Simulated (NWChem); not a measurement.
Species: C$_{3}$H$_{7}$FSi; SMILES C(/[SiH3])(C)=C/F

Program: NWChem. Pople sets run with spherical d functions. STO-3G and 3-21G are far too small for this property and stand as cheap habits. Geometry: optimised at PBE0/def2-SVP. Not confirmed as a minimum by frequencies. B3LYP is NWChem's, with the RPA form of VWN correlation. Field at 589 nm.

```json
[
 {"level": "B3LYP/STO-3G", "isotropic polarisability (bohr³)": "30.3", "anisotropy (bohr³)": "19.2"},
 {"level": "B3LYP/6-31G*", "isotropic polarisability (bohr³)": "55.4", "anisotropy (bohr³)": "23.9"},
 {"level": "B3LYP/def2-SVP", "isotropic polarisability (bohr³)": "(withheld)", "anisotropy (bohr³)": "(withheld)"}
]
```

### Question
Some entries are withheld; supply them.

### Answer

- B3LYP/def2-SVP, isotropic polarisability (bohr³): 59.1
- B3LYP/def2-SVP, anisotropy (bohr³): 22.9
